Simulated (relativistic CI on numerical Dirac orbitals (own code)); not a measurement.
# Line list: Electric-dipole lines, Cd XLV

Calculated at this level of theory: Dirac-Coulomb-Breit CI, separate exchange-only KLI orbitals for each configuration, model QED (radiative potential, 1s self-energy scaled to tabulated hydrogen-like ionisation energies), unscaled Slater integrals (own radial code, finite nucleus).

Configuration list (outside the closed core 1s2): 2s2, 2s 2p, 2p2, 2p 3s, 2p 3p, 2s 3s, 2s 3p, 2s 3d, 2s 4s, 2s 4p, 2s 4d, 2s 4f, 2s 5s, 3s2, 2s 5p, 2s 5d, 2s 5f, 2s 5g, 3s 3p, 3p2. Levels of other configurations are missing.

| λ vac (nm) | Lower | Upper | A (s⁻¹) | E lower (10³ cm⁻¹) | E upper (10³ cm⁻¹) |
| --- | --- | --- | --- | --- | --- |
| 0.22273 | 2s 2p 3P°_1 [3] | 2s 4d 3D_2 [42] | 7.87e+13 | 874.7 | 45771.2 |
| 0.23073 | 2s 2p 3P°_2 [5] | 2s 4d 3D_3 [43] | 9.20e+13 | 2483.6 | 45825.1 |
| 0.23307 | 2s 2p 1P°_1 [6] | 2s 4d 1D_2 [44] | 8.75e+13 | 2951.6 | 45857.7 |
| 0.28769 | 2s2 1S_0 [1] | 2p 3s 3P°_1 [19] | 5.16e+13 | 0.0 | 34760.0 |
| 0.28774 | 2s 2p 3P°_0 [2] | 2p 3p 3P_1 [25] | 5.21e+13 | 719.6 | 35473.1 |
| 0.28812 | 2s 2p 3P°_2 [5] | 2p 3p 3D_3 [31] | 7.95e+13 | 2483.6 | 37191.3 |
| 0.28891 | 2s 2p 3P°_1 [3] | 2p 3p 3D_2 [26] | 7.91e+13 | 874.7 | 35487.2 |
| 0.28962 | 2s2 1S_0 [1] | 2s 3p 1P°_1 [15] | 6.93e+13 | 0.0 | 34528.5 |
| 0.29074 | 2s 2p 1P°_1 [6] | 2p 3p 3P_2 [33] | 5.68e+13 | 2951.6 | 37347.0 |
| 0.29166 | 2s 2p 3P°_2 [5] | 2p 3p 3D_2 [30] | 5.44e+13 | 2483.6 | 36770.3 |
| 0.29181 | 2s 2p 3P°_2 [5] | 2p 3p 3P_1 [29] | 7.89e+13 | 2483.6 | 36752.1 |
| 0.29337 | 2s2 1S_0 [1] | 2s 3p 3P°_1 [14] | 6.47e+13 | 0.0 | 34087.2 |
| 0.29400 | 2s 2p 3P°_0 [2] | 2s 3d 3D_1 [18] | 2.05e+14 | 719.6 | 34733.4 |
| 0.29481 | 2s 2p 3P°_1 [3] | 2s 3d 3D_2 [20] | 2.46e+14 | 874.7 | 34794.9 |
| 0.29534 | 2s 2p 3P°_1 [3] | 2s 3d 3D_1 [18] | 1.52e+14 | 874.7 | 34733.4 |
| 0.29569 | 2s 2p 1P°_1 [6] | 2p 3p 3D_2 [30] | 5.11e+13 | 2951.6 | 36770.3 |
| 0.30830 | 2s 2p 3P°_2 [5] | 2s 3d 3D_3 [22] | 2.91e+14 | 2483.6 | 34919.6 |
| 0.30949 | 2s 2p 3P°_2 [5] | 2s 3d 3D_2 [20] | 6.47e+13 | 2483.6 | 34794.9 |
| 0.31185 | 2s 2p 1P°_1 [6] | 2s 3d 1D_2 [23] | 2.44e+14 | 2951.6 | 35018.0 |
| 0.61452 | 2s 3p 3P°_2 [16] | 2s 5d 3D_3 [57] | 1.43e+13 | 34597.9 | 50870.7 |
| 0.62117 | 2s 3d 3D_2 [20] | 2s 5f 3F°_3 [60] | 1.71e+13 | 34794.9 | 50893.5 |
| 0.62546 | 2s 3d 3D_3 [22] | 2s 5f 3F°_4 [61] | 1.92e+13 | 34919.6 | 50907.8 |
| 0.62917 | 2s 3d 1D_2 [23] | 2s 5f 1F°_3 [62] | 1.75e+13 | 35018.0 | 50912.0 |
| 0.83585 | 2s 3s 3S_1 [11] | 2s 4p 3P°_2 [39] | 1.12e+13 | 33725.8 | 45689.7 |
| 0.85588 | 2s 3p 3P°_1 [14] | 2s 4d 3D_2 [42] | 2.24e+13 | 34087.2 | 45771.2 |
| 0.85611 | 2s 3p 3P°_0 [13] | 2s 4d 3D_1 [41] | 1.60e+13 | 34080.3 | 45761.0 |
| 0.88268 | 2s 3p 1P°_1 [15] | 2s 4d 1D_2 [44] | 1.49e+13 | 34528.5 | 45857.7 |
| 0.89069 | 2s 3p 3P°_2 [16] | 2s 4d 3D_3 [43] | 2.89e+13 | 34597.9 | 45825.1 |
| 0.89787 | 2s 3d 3D_1 [18] | 2s 4f 3F°_2 [45] | 3.87e+13 | 34733.4 | 45870.8 |
| 0.90109 | 2p 3s 3P°_1 [19] | 2s 4d 1D_2 [44] | 1.11e+13 | 34760.0 | 45857.7 |
| 0.90272 | 2s 3d 3D_2 [20] | 2s 4f 3F°_3 [46] | 5.00e+13 | 34794.9 | 45872.6 |
| 0.91062 | 2s 3d 3D_3 [22] | 2s 4f 3F°_4 [47] | 5.73e+13 | 34919.6 | 45901.1 |
| 0.91163 | 2p 3p 3D_1 [21] | 2s 4f 3F°_2 [45] | 1.01e+13 | 34901.5 | 45870.8 |
| 0.91829 | 2s 3d 1D_2 [23] | 2s 4f 1F°_3 [48] | 5.15e+13 | 35018.0 | 45907.8 |
| 1.8642 | 2s 4p 3P°_1 [38] | 2s 5d 3D_2 [56] | 4.58e+12 | 45478.3 | 50842.6 |
| 1.9296 | 2s 4p 1P°_1 [40] | 2s 5d 1D_2 [58] | 5.50e+12 | 45702.7 | 50885.2 |
| 1.9301 | 2s 4p 3P°_2 [39] | 2s 5d 3D_3 [57] | 5.97e+12 | 45689.7 | 50870.7 |
| 1.9488 | 2s 4d 3D_1 [41] | 2s 5f 3F°_2 [59] | 8.94e+12 | 45761.0 | 50892.3 |
| 1.9522 | 2s 4d 3D_2 [42] | 2s 5f 3F°_3 [60] | 9.56e+12 | 45771.2 | 50893.5 |
| 1.9675 | 2s 4d 3D_3 [43] | 2s 5f 3F°_4 [61] | 1.06e+13 | 45825.1 | 50907.8 |
| 1.9785 | 2s 4d 1D_2 [44] | 2s 5f 1F°_3 [62] | 1.02e+13 | 45857.7 | 50912.0 |
| 1.9833 | 2s 4f 3F°_2 [45] | 2s 5g 3G_3 [64] | 1.61e+13 | 45870.8 | 50912.8 |
| 1.9842 | 2s 4f 3F°_3 [46] | 2s 5g 3G_4 [63] | 1.66e+13 | 45872.6 | 50912.5 |
| 1.9916 | 2s 4f 3F°_4 [47] | 2s 5g 3G_5 [65] | 1.75e+13 | 45901.1 | 50922.1 |
| 1.9941 | 2s 4f 1F°_3 [48] | 2s 5g 1G_4 [66] | 1.68e+13 | 45907.8 | 50922.6 |

Terms are leading LS components. Brackets give the number of a level in order of energy, since labels repeat. The list gives strong lines, with weight on those to low levels, without lines whose two gauges differ by over a factor of 2.5, among the lowest 66 of 76 levels, so that lines to higher ones, which can be the strongest, are missing. Levels whose partners in the same complex of configurations lie outside the list can be far off, and so can their lines. Rates are taken at the computed energies, electric ones in the length gauge.

At this charge energies of transitions that change n are usually good to better than 1 %, and those within a shell (Δn = 0) to a few per cent.

LS names give the leading component of a level, which can be under half, so a name can repeat, a term be missing and a line seem to break the LS rules.
